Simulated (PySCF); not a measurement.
Species: CH4BO2 (charge -1, singlet). It need not be the lowest isomer of its formula. Whether it binds its extra electron was not tested at this geometry. SMILES: [CH2-]B(O)O
Geometry from a B3LYP-D3(BJ)/def2-TZVP (Ansatz) optimisation:
```
B
O 1 1.4317
H 2 0.9599 1 106.61
O 1 1.4317 2 109.27 3 180.00
H 4 0.9599 1 106.61 2 -180.00
C 1 1.4699 2 125.36 3 0.00
H 6 1.0907 1 123.45 2 180.00
H 6 1.0907 7 113.11 1 180.00
```
Charge -1, spin multiplicity 1.

Dispersion corrections to the total energy (kcal/mol) from the dftd3 and dftd4 libraries through PySCF: D3(BJ) without and D4 with the three-body term, each with the damping fitted for the functional named.

```tsv
functional	D3(BJ)	D4
BHLYP	___	-3.31
TPSS	-3.19	-4.11
HF	-22.25	___
HSE06	-1.54	___
B2PLYP	-1.97	-2.10
CAM-B3LYP	-1.86	-2.48
PBE	-2.58	-3.02
```

Question: Complete the blanks.

Answer: 
- BHLYP, D3(BJ): -3.35
- HF, D4: -12.00
- HSE06, D4: -2.30
